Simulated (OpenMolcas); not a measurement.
An atom or ion with 22 electrons was computed by MS-CASPT2, IPEA 0.25 Eh, imaginary shift 0.1 Eh with spin-orbit coupling (OpenMolcas, ANO-RCC-VTZP, DKH2). The lowest levels that the run gave, each within 12 % of the measured value where one is at hand:

```tsv
J	Parity	E (cm⁻¹)	g
0	even	0.0	
1	even	67.0	1.501
2	even	199	1.501
3	even	390	1.501
4	even	637	1.501
0	even	17260	
1	even	17660	1.501
4	even	17880	0.802
5	even	18030	1.034
6	even	18200	1.167
2	even	18370	1.501
2	even	19100	0.666
```

Task: Which ion is it, and what are the configurations and terms?

Result: Cr2+ (Z = 24, charge +2; active space 4 electrons in 10 orbitals (3d 4d)). J, parity and g give the terms where levels are pure, and mixed ones are named by the computed weights; the size of the splittings, set against known spectra of the 22-electron sequence, gives the charge. In order, with the measured energies in cm⁻¹ (Sugar and Corliss, J. Phys. Chem. Ref. Data 6, 317 (1977)): 3d⁴ ⁵D₀, 3d⁴ ⁵D₁ (62.2), 3d⁴ ⁵D₂ (183), 3d⁴ ⁵D₃ (357), 3d⁴ ⁵D₄ (576), 3d⁴ ³P₀(1) (16771), 3d⁴ ³P₁(1) (17169), 3d⁴ ³H₄ (17274), 3d⁴ ³H₅ (17397), 3d⁴ ³H₆ (17531), 3d⁴ ³P₂(1) (17851), 3d⁴ ³F₂(1) (18452).

Term energies are means over components that CASPT2 splits; among the terms shown or strongly mixed into the levels shown the widest spread is 200 cm-1 (3d⁴ ³H). Active for correlation alone: 4d; no level in the range computed is led by a configuration that fills it, so any true level of that kind is missing. The CASPT2 spread within a term exceeds the gap to the next term for 3d⁴ ³P(1) and 3d⁴ ³H, so the order of their levels is uncertain. Measured partners are found by configuration, term and J. A level has none where our copy of the source lacks it or the pairing is in doubt (some pairs that miss far off the trend of their configuration count as doubtful), and it then counts in no deviation. Levels of configurations outside the active space are missing.

A number in round brackets counts repeated terms of one configuration in the order of the reference energies.
